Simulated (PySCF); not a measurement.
Working out the ionisation energy of Pd⁺

Pd⁺ [Kr] 4d9 (2D) → Pd²⁺ [Kr] 4d8 (3F). Computed with PySCF 2.14 in aug-cc-pVTZ-DK (9s8p6d3f2g, 102 functions), with the spin-free X2C one-electron Hamiltonian (Gaussian nucleus). Frozen: [Kr]. Energies in hartree (1 hartree = 27.21139 eV):

```csv
part,Pd⁺ (lower),Pd²⁺ (upper)
UHF,-5042.355988,-5041.715221
CCSD correlation,-0.274207,-0.210937
(T),-0.010150,-0.005422
```

Problem. What does Hartree-Fock give?

Solution. (-5041.715221) − (-5042.355988) = 0.640767 hartree = 17.436 eV.

Problem. What do CCSD and CCSD(T) give?

Solution. The CCSD correlation energies differ by 0.063270 hartree = 1.722 eV and the triples by 0.004728 hartree = 0.129 eV, so CCSD gives 19.158 eV and CCSD(T) 19.287 eV.

A first-order spin-orbit estimate adds -0.117 eV to CCSD(T) (valence), giving 19.170 eV against 19.43 ± 0.12 eV (semi-empirical (NIST evaluation); NIST Atomic Spectra Database, ionization energies).

What remains against the reference includes basis incompleteness, the frozen core and higher excitations.
